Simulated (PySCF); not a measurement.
First SCF of a structure search on singlet [Au2Cl]+, at a hand-made bent geometry. PySCF input:

```python
from pyscf import gto, scf, dft
mol = gto.M(atom='''
Cl     0.000000     0.000000     0.000000
Au     1.790200     0.000000     1.253500
Au    -1.790200     0.000000     1.253500''',
    basis={'Cl': 'def2-TZVP', 'Au': 'def2-TZVP'},
    ecp={'Au': 'def2-TZVP'},
    charge=1, spin=0)
mf = dft.RKS(mol, xc='PBE0')
mf.grids.atom_grid = (50, 194)
aux = {'Cl': 'def2-universal-JKFIT', 'Au': 'def2-universal-JKFIT'}
mf = mf.density_fit(auxbasis=aux)
mf.conv_tol = 1e-08
mf.diis_space = 10
mf.max_cycle = 60
mf.init_guess = 'minao'
mf.verbose = 4
mf.kernel()
```

Excerpt of the output (cycles and frontier levels):

```
init E= -701.923890179057
  HOMO = -0.975336694107462  LUMO = -0.847116286818886  gap/eV = 3.48905
cycle= 1 E= -730.096403716525  delta_E= -28.2  |g|= 2.58  |ddm|= 11.6
  HOMO = -0.166029040882447  LUMO = -0.15033571653278  gap/eV = 0.42704
cycle= 2 E= -726.528198272393  delta_E= 3.57  |g|= 4.88  |ddm|= 5.34
  HOMO = -0.529608195809137  LUMO = -0.374477044789326  gap/eV = 4.22133
cycle= 3 E= -731.219554845051  delta_E= -4.69  |g|= 0.356  |ddm|= 4.05
  HOMO = -0.500315823305878  LUMO = -0.328482887278686  gap/eV = 4.67581
cycle= 4 E= -731.231265914785  delta_E= -0.0117  |g|= 0.295  |ddm|= 0.65
  HOMO = -0.487754965108032  LUMO = -0.318386420884601  gap/eV = 4.60875
cycle= 5 E= -731.249937100219  delta_E= -0.0187  |g|= 0.0264  |ddm|= 0.276
  HOMO = -0.492069715324063  LUMO = -0.320681199352394  gap/eV = 4.66372
cycle= 6 E= -731.250059285827  delta_E= -0.000122  |g|= 0.0112  |ddm|= 0.0331
  HOMO = -0.492325310526001  LUMO = -0.320660663429112  gap/eV = 4.67123
cycle= 7 E= -731.250080564101  delta_E= -2.13e-05  |g|= 0.00168  |ddm|= 0.00839
  HOMO = -0.492406107646047  LUMO = -0.320691305444039  gap/eV = 4.67260
cycle= 8 E= -731.250081307707  delta_E= -7.44e-07  |g|= 0.000703  |ddm|= 0.00271
  HOMO = -0.492409071270921  LUMO = -0.320702220117863  gap/eV = 4.67238
cycle= 9 E= -731.250081415503  delta_E= -1.08e-07  |g|= 0.000186  |ddm|= 0.00103
  HOMO = -0.492392224602107  LUMO = -0.320690034623682  gap/eV = 4.67225
cycle= 10 E= -731.250081426115  delta_E= -1.06e-08  |g|= 3.63e-05  |ddm|= 0.000284
  HOMO = -0.49238958226937  LUMO = -0.320688751971163  gap/eV = 4.67222
cycle= 11 E= -731.250081426626  delta_E= -5.1e-10  |g|= 2.98e-06  |ddm|= 8.1e-05
  HOMO = -0.492389269003353  LUMO = -0.320688634564147  gap/eV = 4.67221
Extra cycle  E= -731.250081426631  delta_E= -4.77e-12  |g|= 1.82e-06  |ddm|= 1.14e-05
converged SCF energy = -731.250081426631
```

No lower solution of this spin was found from smeared starts or by a stability analysis within the restricted form, which does not test spin polarisation.

Stability towards spin polarisation was not tested. No spin–orbit coupling is included, which matters more the heavier the element.

The search for the lowest solution, 3 starts and the stability check together, took 12 s on 2 threads of a shared Arm Neoverse V1 host, with 117 basis functions; the process peaked at 0.45 GiB. Launch command: `OMP_NUM_THREADS=2 python axn.py task.json out`.
